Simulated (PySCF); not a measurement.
Basis and Hamiltonian dependence of the ionisation energy of Ar+

Ar+ [Ne] 3s2 3p5 (2P) → Ar(2+) [Ne] 3s2 3p4 (3P). Calculated with PySCF 2.14 from differences of total energies of unrestricted determinants, without spin-orbit coupling. Values in eV.

```tsv
basis	Hamiltonian	functions	UHF	PBE	PBE0	MP2 (valence)	CCSD(T) (valence)	CCSD(T) (valence and next inner shell)
cc-pVDZ-DK	spin-free X2C	18	26.416	n/a	n/a	27.049	26.990	n/a
Sapporo-DZP-2012	spin-free X2C	27	26.399	n/a	n/a	27.118	27.050	n/a
aug-cc-pV(D+d)Z	non-relativistic	32	26.397	27.621	27.631	27.141	27.089	n/a
cc-pV(T+d)Z	non-relativistic	39	26.375	n/a	n/a	27.343	27.340	n/a
x2c-TZVPPall	spin-free X2C	42	26.367	27.605	27.613	27.342	27.340	27.352
x2c-TZVPPall with one added diffuse shell each of s, p, d type	spin-free X2C	51	26.350	27.591	27.598	27.328	27.328	27.340
aug-cc-pwCVTZ	non-relativistic	75	26.366	27.603	27.613	27.379	27.382	27.412
aug-cc-pCVTZ-DK	spin-free X2C	75	26.352	27.589	27.598	27.361	27.365	27.390
dyall-av3z	non-relativistic	84	26.371	27.593	27.607	27.374	27.380	n/a
x2c-QZVPPall with one added diffuse shell each of s, p, d, f type	spin-free X2C	86	26.355	27.576	27.590	27.472	27.499	27.512
dyall-acv3z	non-relativistic	113	26.369	27.592	27.606	27.388	27.391	n/a
dyall-acv3z	spin-free X2C	113	26.354	27.578	27.591	27.376	27.379	n/a
aug-cc-pV(Q+d)Z with one added diffuse shell each of s, p, d, f, g type	non-relativistic	114	26.372	27.597	27.611	27.498	n/a	n/a
```

Problem. Estimate the row for aug-cc-pVTZ-DK (spin-free X2C, 50 functions).

Solution. From the rows with the same Hamiltonian and similar size; the calculation gives UHF 26.36; PBE 27.58; PBE0 27.60; MP2 (valence) 27.35; CCSD(T) (valence) 27.36 (eV).

Frozen in the all-electron rows: valence: [Ne]; valence and next inner shell: 1s2.

Between the lowest levels the reference is 27.630 eV (measured; NIST Atomic Spectra Database, ionization energies); it includes spin-orbit coupling, which these numbers lack.
